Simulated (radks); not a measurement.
The nuclear charge of neutral vanadium is varied continuously with 23 electrons held in [Ar] 3d3 4s2. Calculated with a radial shooting solver on a logarithmic mesh with Libxc functionals: scalar-relativistic Kohn-Sham, PBE, spin-polarised, spherical densities, finite nucleus; open shells are filled with parallel spins first; Fermi nuclear charge, rms radius 3.6002 fm. By the Hellmann-Feynman theorem dE/dZ = E(electron-nucleus)/Z, the electronic potential at the nucleus (averaged over a nucleus of fixed radius). The scalar-relativistic energy here is not variational (the density holds large components alone), so the two differ by a part that grows with Z.

Z     E (hartree)  E(electron-nucleus)/Z (hartree)  HOMO  e(HOMO) (eV)  <r> HOMO (bohr)
22.8   -929.52503                         -97.0943    4s        -2.948            3.678
23     -949.06916                         -98.2222    4s        -4.283            3.481
23.2   -968.83894                         -99.3470    4s        -5.738            3.312
23.4   -988.83384                         -100.469    4s        -7.303            3.165
23.6  -1009.05345                         -101.590    4s        -8.975            3.035
23.8  -1029.49744                         -102.709    4s       -10.746            2.918
24    -1050.16556                         -103.827    4s       -12.615            2.814

The central difference of E at Z = 23 is -98.285 hartree, to compare with the third column; the second derivative is -5.64 hartree.
